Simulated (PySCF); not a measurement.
Isomers of C8H10, from PBE0-D3(BJ)/def2-SVP geometry optimisation, gas phase (PySCF 2.14.0). One conformer each, no zero-point energy, no frequencies.

Task: Which isomer lies lowest at this level?
A. `CC1=C[C@H]2C=C[C@@H]1C2`: A = 3830, B = 2043, C = 1872 MHz, dipole 0.39 D
B. `[CH2:1]=[C:2]1[CH2:3][CH:4]([C:5]#[C:6][CH3:7])[CH2:8]1` with C1–C2–C3–C4 158°, C2–C3–C4–C5 138°, C3–C4–C8–C2 -15°, C1–C2–C8–C4 -158°: A = 8237, B = 844.6, C = 809.9 MHz, dipole 0.66 D
C. o-xylene (`CC1=CC=CC=C1C`): A = 3181, B = 2150, C = 1304 MHz, dipole 0.71 D

Result: C. That is `Cc1ccccc1C` (o-xylene), 46.5 kcal/mol below the next.

| SMILES | mapped SMILES | E (Eh) | relative (kcal/mol) | relative (kJ/mol) | dipole (D) |
| --- | --- | --- | --- | --- | --- |
| Cc1ccccc1C | [CH3:1][c:2]1[cH:3][cH:4][cH:5][cH:6][c:7]1[CH3:8] | -310.30027 | 0.0 | 0.0 | 0.71 |
| CC1=C[C@H]2C=C[C@@H]1C2 | [CH3:1][C:2]1=[CH:3][C@H:4]2[CH:5]=[CH:6][C@@H:7]1[CH2:8]2 | -310.22616 | 46.5 | 194.6 | 0.39 |
| C=C1CC(C#CC)C1 | [CH2:1]=[C:2]1[CH2:3][CH:4]([C:5]#[C:6][CH3:7])[CH2:8]1 | -310.17254 | 80.2 | 335.4 | 0.66 |

As drawn, the lowest has an aromatic ring, which the highest lacks; the highest has a four-membered ring, a C≡C bond and a C=C bond outside aromatic rings, which the lowest lacks.
